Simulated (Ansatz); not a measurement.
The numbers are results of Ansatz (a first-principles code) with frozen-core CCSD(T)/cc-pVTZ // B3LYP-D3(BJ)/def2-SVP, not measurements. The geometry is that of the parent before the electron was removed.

Ansatz 0.2 input:
```yaml
crystal:
  periodic: [false, false, false]
  atoms:
    - { symbol: Al, position_ang: [0.124638, -0.035818, 0.01168] }
    - { symbol: H, position_ang: [0.772416, 0.934771, -1.085612] }
    - { symbol: H, position_ang: [0.352362, 0.33378, 1.553511] }
    - { symbol: H, position_ang: [-0.019654, -1.586138, -0.364334] }
    - { symbol: N, position_ang: [-1.870102, 0.537433, -0.175256] }
    - { symbol: H, position_ang: [-2.220267, 0.376979, -1.123186] }
    - { symbol: H, position_ang: [-1.996715, 1.531458, 0.031665] }
    - { symbol: H, position_ang: [-2.473317, 0.01424, 0.464536] }
basis:
  gaussian: { orbitals: cc-pVTZ }
correlation:
  method: ccsd_t
total_charge: 1
magnetization:
  spin_polarized: true
  initial_magnetization: 1
```

Output:

```
Functional definition: HF
842 factors; integrals over basis functions are off by at most 1.3e-3 eV
mean field evaluation 1: about -8146.1846 eV, gradient 3.5e1 eV
mean field evaluation 2: about -8146.1926 eV, gradient 3.5e1 eV
mean field evaluation 4: about -8151.3005 eV, gradient 2.6e0 eV
mean field evaluation 8: about -8151.4355 eV, gradient 2.0e-1 eV
mean field evaluation 16: about -8151.4542 eV, gradient 3.1e-1 eV
mean field evaluation 32: about -8151.4551 eV, gradient 5.4e-2 eV
mean field evaluation 64: about -8151.4565 eV, gradient 6.8e-5 eV
mean field evaluation 96: about -8151.4523 eV, gradient 2.2e-1 eV
mean field evaluation 128: about -8148.8666 eV, gradient 3.9e-1 eV
mean field evaluation 160: about -8151.4564 eV, gradient 1.9e-2 eV
mean field -8151.45647634 eV, -299.5605002500 hartree, gradient 5.7e-6 eV, S^2 0.772764; 8 other end points of the search recorded, 0 dependent functions left out
determinant -8151.45647634 eV, -299.5605002500 hartree, with singles and doubles -8160.91046448 eV, -299.9079279060 hartree
determinant -8151.41891309 eV, -299.5591198258 hartree, with singles and doubles -8160.93892415 eV, -299.9089737794 hartree
determinant -8148.87651812 eV, -299.4656885339 hartree, with singles and doubles -8158.76201277 eV, -299.8289737620 hartree
determinant -8151.45647634 eV, -299.5605002500 hartree, with singles and doubles -8160.76858111 eV, -299.9027137882 hartree
determinant -8151.41891309 eV, -299.5591198258 hartree, with singles and doubles -8160.78262268 eV, -299.9032298065 hartree
mean field evaluation 192: about -8151.4189 eV, gradient 1.7e-5 eV
6 core orbitals not correlated
reference -8151.41891309 eV, -299.5591198260 hartree; 7, 6 occupied and 135, 136 virtual orbitals, 842 factors
second order -8.38801451 eV of doubles, -0.00000000 eV of singles
cycle   1  -9.36371944 eV  change   -9.8e-6 eV  update   1.7e-5
cycle   2  -9.36371393 eV  change    5.5e-6 eV  update   6.3e-6
perturbative correction -0.28278527 eV, -0.0103921670 hartree
Total energy: -8161.06541229 eV, -299.9136221330 hartree
```

Cost: about 4 core-minutes (a rough figure).
